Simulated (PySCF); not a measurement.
Two-component Hartree-Fock for Ag³⁹⁺ (silver, charge +39)

Start: [He] 2s2 2p4; 2p1/2 filled at m_j = -1/2, +1/2; 2p3/2 filled at m_j = +1/2, +3/2. Calculated with PySCF 2.14 in an uncontracted even-tempered set (17 s from 18 bohr⁻², ratio 2.4; 12 p from 24 bohr⁻², ratio 2.4; 5 d from 85 bohr⁻², ratio 2.6; 4 f from 130 bohr⁻², ratio 2.6): generalised Hartree-Fock with the X2C-1e Hamiltonian and a Gaussian nucleus; one run each with spin-orbit coupling (SO) switched off, then screened by Boettger's factors.

| spinor shell | electrons | ε, spin-free (eV) | ε, screened SO (eV) | weight of nominal j (screened SO) | rms radius, screened SO (bohr) |
| --- | --- | --- | --- | --- | --- |
| 1s1/2 | 2 | -28478.4 | -28470.9 | 1.000 | 0.0356 |
| 2s1/2 | 2 | -6348.6 | -6346.4 | 1.000 | 0.141 |
| 2p1/2 | 2 | -6030.7 | -6150.1 | 0.995 | 0.121 |
| 2p3/2 | 2 | -6030.7 | -5970.3 | 0.997 | 0.125 |

```csv
quantity,spin-free,screened SO
E (hartree),-3706.62713,-3711.51401
M_J,2,2
⟨J²⟩,6.000,6.000
⟨L²⟩,2.000,3.115
⟨S²⟩,2.000,1.446
```

Each row is a mean over spinors that exchange with the open shell spreads, by up to 54.730 eV (2s1/2).

Breit and QED terms are absent; they matter most for the inner s and p1/2 levels.

Densities and radii are taken from the X2C orbitals without a picture-change correction, which distorts them close to the nucleus.

Without spin-orbit coupling the j labels of p, d and f shells carry no meaning; the spin-free column gives the mean over the occupied spinors of each nl shell.
